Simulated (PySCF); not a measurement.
Bonds: Al1-P4, Al1-P12, P4-Al5, Al5-P8, P8-Al9, Al9-P12. Al1 carries H2, H3; P4 carries H13, H14; Al5 carries H6, H7; P8 carries H15, H16; Al9 carries H10, H11; P12 carries H17, H18.

Computational details: coordinates at the PBE0-D3(BJ)/def2-SVP level, σ from GIAO-B3LYP/pcSseg-1 (pcSseg-2 on Al), in PySCF (fast rotation and ring inversion assumed for equivalent nuclei, relativity neglected, single conformer, no solvent model).

Referencing at the same level of theory: TMS for 1H; 27Al against [Al(H2O)6]3+; 31P vs H3PO4.

| atoms | nucleus | count | δ (ppm) |
| --- | --- | --- | --- |
| P4/P8/P12 | 31P | 3 | -241.1 |
| Al1/Al5/Al9 | 27Al | 3 | ? |
| H13/H14/H15/H16/H17/H18 | 1H | 6 | 2.41 |
| H2/H3/H6/H7/H10/H11 | 1H | 6 | ? |

Task: Complete the table.

Result: 
- H2/H3/H6/H7/H10/H11: 4.33 ppm, hydrogen on an aluminium bonded to 2 P
- Al1/Al5/Al9: 138.0 ppm, aluminium bonded to 2 P, 2 H

Hydrides on Al or Ga are broadened by the quadrupolar metal nucleus. Experimental scales use liquid or dissolved standards, which lie at an offset from isolated H3PO4.
